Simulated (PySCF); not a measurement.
**C3H2F6: full NMR table**

```yaml
Formula: C3H2F6
SMILES: FCC(F)(F)C(F)(F)F
Point_group_of_the_computed_structure: C1
Degrees_of_unsaturation: 0
Carbon_signals: 3
Proton_signals: 1
```

Bonds (- single, = double, # triple, : aromatic): F1-C2 1.358 Å, C2-C3 1.516 Å, C3-F4 1.348 Å, C3-F5 1.343 Å, C3-C6 1.540 Å, C6-F7 1.323 Å, C6-F8 1.333 Å, C6-F9 1.324 Å. C2 carries H10, H11.

[PySCF: PBE0-D3(BJ)/def2-SVP structure; J couplings at B3LYP/pcJ-1 (spin–dipole term only in couplings to heteroatoms); σ from GIAO-KT3/pcSseg-2; relativity neglected; a single conformation; fast rotation and ring inversion assumed for equivalent nuclei; in vacuum]

References, each an isolated molecule treated in the same way: 1H (σref 31.35) and 13C (σref 181.31) against TMS; CFCl3 for 19F (σref 146.91).

| carbon | δC, type | δH (multiplicity, J in Hz) | HMBC from (abs. J ≥ 3 Hz) | span of the C tensor (ppm) |
| --- | --- | --- | --- | --- |
| C2 | 82.1, CH2 | 4.56 (dtq, 52.9, 11.9, 1.6) | – | 76 |
| C3 | 117.6, C | – | – | 32 |
| C6 | 127.3, C | – | H10/H11 | 22 |

Other nuclei:
| atoms | nucleus | environment | δ (ppm) | σ (ppm) |
| --- | --- | --- | --- | --- |
| F7/F8/F9 | 19F | fluorine of a CF3 group | -111.4 | 258.3 |
| F4/F5 | 19F | fluorine of a CF2 group | -156.8 | 303.7 |
| F1 | 19F | fluorine on an sp3 carbon | -270.6 | 417.5 |

Selected couplings (Hz, signed; the shortest-range and largest first, 30 at most; isotopes 13C, 19F, 1H): 1J(C6,F7) -355.0, 1J(C3,F4) -311.5, 1J(F1,C2) -252.7, 1J(C2,H10) 160.2, 2J(F1,H10) 52.9, 2J(C3,F7) 39.4, 2J(F4,C6) 35.1, 2J(C2,F4) 34.8, 2J(F1,C3) 20.4, 3J(F1,F4) -30.3, 3J(F4,H10) 11.9, 3J(F4,F7) -4.9, 3J(F1,C6) -1.3, 4J(F1,F7) 8.7, 4J(F7,H10) 1.6.

- Carbon types of the structure: 2 × C, 1 × CH2, which accounts for all hydrogens.
- δC 127.3: CF3 carbon; 3 electronegative neighbours deshield it.
- δC 117.6: fully substituted sp3 carbon bonded to 2 F; 2 electronegative neighbours deshield it.
- δC 82.1: sp3 CH2 bonded to F; pulled downfield by the heteroatom.
- δH 4.56: hydrogen on an sp3 CH2 bonded to F; its carbon carries F, an electronegative neighbour.

Common functionals overestimate the size of one-bond C–F couplings by tens of Hz; these are unscaled. Multiplet labels drop couplings under 1 Hz and merge nearly equal ones. Shifts are as computed, not scaled to solution data. Of 1211 compounds with measured shifts, 218 miss one by over three times the rms of a fit or turn the order of signals round; such compounds aren't used in these exercises. Unscaled 19F shifts against computed CFCl3 carry errors that often reach 10 to 50 ppm. 3J across rotatable bonds or in flexible rings reflects this conformer alone.
